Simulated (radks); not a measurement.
Spherical quantum dot in the effective-mass picture: electrons in a parabolic well V = omega^2 r^2 / 2 with omega = 4.91, all in effective atomic units (hartree* = m*/eps^2 hartree, bohr* = eps/m* bohr), one dielectric constant everywhere. Method: non-relativistic Kohn-Sham, PBEsol, spin-polarised, spherical densities; computed with a radial shooting solver with Libxc functionals. Levels are named by radial order and angular momentum (1s, 1p, 1d, 2s, ...), and open shells are averaged over m.

N = 17, configuration 1s2 1p6 1d(up 5, down 4). This is the lowest configuration that the search found. Occupied and some empty levels:

level,occupation,eigenvalue (hartree*),<r> (bohr*)
1s up,1,26.634,0.6118
1s down,1,26.663,0.6107
1p up,3,30.056,0.7942
1p down,3,30.097,0.7938
1d up,5,33.664,0.9294
1d down,4,33.710,0.9294
2s up,0,33.973,0.8416
2s down,0,34.004,0.8421
1f up,0,37.456,1.040
1f down,0,37.501,1.040
2p up,0,37.978,0.9571
2p down,0,38.009,0.9575

Energy (hartree*): total 388.769, kinetic 92.273, external 160.60, Hartree 153.66, exchange-correlation -17.766.

Electron density:

r (bohr*),n(r) (e/bohr*^3)
0.124,2.317
0.258,2.734
0.391,3.303
0.525,3.736
0.658,3.719
0.792,3.146
0.925,2.215
1.06,1.278
1.19,0.6024
1.33,0.2288
1.46,0.07129
1.59,0.01794
1.73,0.003713
